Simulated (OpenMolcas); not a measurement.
## Ir4+: moving the ligands

Ir4+ with 6 ligands (hydroxide, fluoride on the axis) in tetragonal octahedral coordination (Ci) at 1.96 Å, the axial distance 1.935 Å. A charge of +0.333 e stands 3.2 Å behind each ligand. Ligand basis ANO-RCC-VDZP.
```
Ir    0.0000    0.0000    0.0000
O     1.9600    0.0000    0.0000
H     2.3699    0.8791    0.0000
O     0.0000    1.9600    0.0000
H     0.0000    2.3699    0.8791
O    -1.9600    0.0000    0.0000
H    -2.3699   -0.8791    0.0000
O     0.0000   -1.9600    0.0000
H     0.0000   -2.3699   -0.8791
F     0.0000    0.0000    1.9345
F     0.0000    0.0000   -1.9345
```

* Program: OpenMolcas 26.06
* Method: SS-CASPT2, IPEA 0.25 Eh, imaginary shift 0.1 Eh (closed shells correlated: 5s 5p and the ligand valence shells)
* Basis: ANO-RCC-VTZP [8s7p5d3f1g]
* Scalar Hamiltonian: DKH2, point nucleus
* Active space: 5 electrons in 5 orbitals (5d)
* State averaging: 2S+1 = 6 even, 1 root; 2S+1 = 4 even, 24 roots; 2S+1 = 2 even, 75 roots
* Spin-orbit coupling: RASSI with atomic mean-field integrals over the reference wave functions

Runs around this geometry, states. Energies in cm-1 above the lowest state or level, χT in cm3 K/mol.

```
R (Å)  Axial / equatorial distance  Ground state  First state of that spin  First gap with spin-orbit (degeneracies)  χT at 300 K  First state of another spin
 1.96                        0.987      2S+1 = 2                      2130                               6510 (2, 2)        0.445              2S+1 = 4: 25460
 2.08                        0.987      2S+1 = 2                       860                               6680 (2, 2)        0.461              2S+1 = 4: 18100
 1.96                        1.086      2S+1 = 2                        40                               6080 (2, 2)        0.472              2S+1 = 4: 12960
```

Over all roots computed the reference weight is 0.64 to 0.67 in R = 1.96 in ratio = 0.987, 0.64 to 0.67 in R = 2.08 in ratio = 0.987, 0.64 to 0.67 in R = 1.96 in ratio = 1.086; a low but even weight reflects the number of correlated electrons. Ligand-to-metal charge-transfer states are missing. With no ligand orbital active B as a rule stays too high, so bands that hang on it stand too high and its fall with covalency is understated. With one d shell and no ligand orbital active, 10Dq can be off by a tenth or more. Spin-orbit coupling mixes the spin-free states strongly: the lowest level takes only 52 % from its leading state, 2S+1 = 2 (figures for R = 1.96, ratio = 0.987; the like holds for R = 2.08, ratio = 0.987, R = 1.96, ratio = 1.086). The least metal-like active orbital is 66 % on the metal (Löwdin) and no ligand orbital is active, so the numbers are rough, and ground spin, moment and any spin crossover can be artefacts of this space; highly charged d ions in such sites are as a rule low spin (holds for R = 1.96, ratio = 0.987). The least metal-like active orbital is 68 % on the metal (Löwdin) and no ligand orbital is active, so the numbers are rough, and ground spin, moment and any spin crossover can be artefacts of this space; highly charged d ions in such sites are as a rule low spin (holds for R = 2.08, ratio = 0.987). The least metal-like active orbital is 65 % on the metal (Löwdin) and no ligand orbital is active, so the numbers are rough, and ground spin, moment and any spin crossover can be artefacts of this space; highly charged d ions in such sites are as a rule low spin (holds for R = 1.96, ratio = 1.086). No measured value stands beside these numbers; the geometry is a model, was not optimised and need not be the one that this ion takes.

A state without a sure symmetry label is named by its multiplicity alone.
